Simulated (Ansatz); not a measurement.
Correlation energies of C$_{2}$H$_{6}$AlFSi$_{2}$, SMILES `C=[C]1[AlH][SiH2][SiH]1F` by basis set

Cartesian coordinates in Å:
```
C 0.146 0.771 2.092
C -0.234 0.398 0.864
Al -1.180 -1.221 0.281
Si 0.121 -1.134 -1.795
Si 0.438 0.964 -0.781
F 1.892 1.646 -0.722
H -0.277 0.329 2.995
H 0.906 1.532 2.270
H -2.242 -2.107 1.055
H 1.345 -1.983 -1.714
H -0.425 -1.168 -3.177
H -0.491 1.973 -1.369
```

The species carries charge 0 and has multiplicity 1. All single points use the PBE0-D4/def2-TZVP geometry. Frozen core, restricted reference, Ansatz. CBS rows extrapolate triple and quadruple zeta; past MP2 they add the triple-zeta difference.

```
     basis     HF (Eh)  MP2 corr.  CCSD corr.       (T)  CCSD(T) total
  def2-SVP  -998.06368   -0.69045    -0.75206  -0.02443     -998.84017
def2-TZVPP  -998.57220   -0.87522    -0.93001  -0.03951     -999.54172
def2-QZVPP  -998.60467   -0.94358           –         –              –
 CBS(def2)  -998.60914   -0.99422    -1.04901     as TZ     -999.69766
```
